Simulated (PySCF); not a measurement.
C₃H₇NSi₂.
Cartesian coordinates in Å at the PBE0-D3(BJ)/def2-SVP level; atoms count from 1:
```xyz
13
C3H7NSi2 angstrom
N     -2.3295    1.0002   -0.7541
C     -2.6424    0.1418    0.1288
Si    -1.4210   -0.9022    1.1484
C      0.2490   -0.4411    0.5426
C      1.3244   -0.0865    0.0751
Si     2.9435    0.4363   -0.6228
H     -1.3060    1.0561   -0.8545
H     -3.7239   -0.0026    0.3201
H     -1.5480   -0.5916    2.6027
H     -1.6586   -2.3610    0.9425
H      3.7752    1.0328    0.4610
H      2.7062    1.4471   -1.6927
H      3.6354   -0.7524   -1.1976
```

Level: B3LYP/def2-SVPD in PySCF, non-relativistic, on one gas-phase PBE0-D3(BJ)/def2-SVP geometry that isn't relaxed in the solvent. The solvent is an IEF-PCM continuum (cavity from Bondi-type radii × 1.2). Specific hydrogen bonds and non-electrostatic terms are outside this model.

Gas phase at B3LYP/def2-SVPD: HOMO -7.17 eV, LUMO -1.40 eV, dipole 1.83 D.

**Question.** What does the continuum do to the energy, the frontier levels and the dipole at B3LYP/def2-SVPD in dichloromethane and acetone?

**Answer.** 
| solvent | ε | E(solvent) − E(gas) (kcal/mol) | polarisation term (kcal/mol) | distortion of the solute (kcal/mol) | HOMO (eV) | LUMO (eV) | dipole (D) |
| --- | --- | --- | --- | --- | --- | --- | --- |
| dichloromethane | 8.93 | -3.74 | -4.34 | 0.60 | -7.27 | -1.37 | 2.28 |
| acetone | 20.49 | -4.20 | -4.96 | 0.76 | -7.29 | -1.37 | 2.33 |

Polarisation term: ½ Σ q·V over the induced surface charges. Distortion: the rise of the solute's own energy as its density leaves the gas-phase optimum. From dichloromethane to acetone the lowering changes by a factor 1.12, Onsager's factor (ε − 1)/(2ε + 1) by 1.10 and ε itself by 2.3.

**Question.** Which radius a makes the point-dipole formula ΔE = −[(ε − 1)/(2ε + 1)]·μ²/a³ give the value in acetone, with the gas-phase dipole?

**Answer.** μ = 0.719 au and |ΔE| = 0.00669 Eh give a = 1.74 Å; the farthest nucleus lies 3.93 Å from the centroid of the nuclei, so such a sphere wouldn't even hold the nuclei. The formula assumes a rigid point dipole at the centre of a sphere.

**Question.** Give the dipole vector in the frame of the coordinates (D, pointing from negative to positive charge), gas and acetone.

**Answer.** Gas (1.12, -1.05, 0.99), solvent (1.24, -1.43, 1.36). Its length changes by +28 % and its direction by 6°.

**Question.** How does the static polarisability (B3LYP/def2-SVPD, frozen core, with the continuum's full static response) change?

**Answer.** 
```csv
medium,isotropic (au),principal values (au),⟨r²⟩ of the electrons (bohr²)
gas,100.1,"72.6, 92.5, 135.3",1443.7
dichloromethane,127.9,"95.0, 120.8, 168.0",1443.4
acetone,131.8,"98.7, 124.8, 171.8",1443.4
```

The isotropic value in acetone is 1.32 times the gas-phase one; no cavity-field correction is applied. ⟨r²⟩ is taken about the centre of nuclear charge.
